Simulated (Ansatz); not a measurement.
C₃H₇NSi (`CC[SiH2]C#N`), relaxed with RKS PBE0-D4/def2-TZVP in Ansatz from a PBE-D4/def2-SVP geometry. The force threshold is 0.005 eV/Å; the program also tests the step.

The species carries charge 0 and has multiplicity 1.

Start:

```xyz
12

C    -0.915    1.195    0.430
C     0.022    0.684   -0.675
Si    1.100   -0.778   -0.159
C    -0.022   -2.174    0.380
N    -0.765   -3.019    0.714
H    -1.520    2.055    0.079
H    -0.350    1.531    1.324
H    -1.619    0.406    0.762
H     0.711    1.487   -1.019
H    -0.554    0.372   -1.573
H     1.969   -0.455    1.022
H     1.943   -1.303   -1.285
```

Question: How much energy does the relaxation release, and in how many steps? (An estimate is asked.)

Answer: Computed: 6.49 kJ/mol, in 5 steps.

Question: Which bonds change most? (Best estimate.)

Answer: Computed: C2–Si3 from 1.889 to 1.866 Å; C4–N5 from 1.174 to 1.152 Å; Si3–H11 from 1.502 to 1.483 Å; Si3–H12 from 1.501 to 1.482 Å.

Question: Give the relaxed structure. (Best estimate.)

Answer: The calculation gave: 
```xyz
12

C    -0.903    1.179    0.428
C     0.024    0.678   -0.676
Si    1.089   -0.763   -0.159
C    -0.028   -2.147    0.376
N    -0.752   -2.980    0.703
H    -1.502    2.026    0.084
H    -0.341    1.508    1.305
H    -1.593    0.397    0.754
H     0.696    1.476   -1.012
H    -0.550    0.373   -1.557
H     1.937   -0.448    1.016
H     1.922   -1.299   -1.262
```
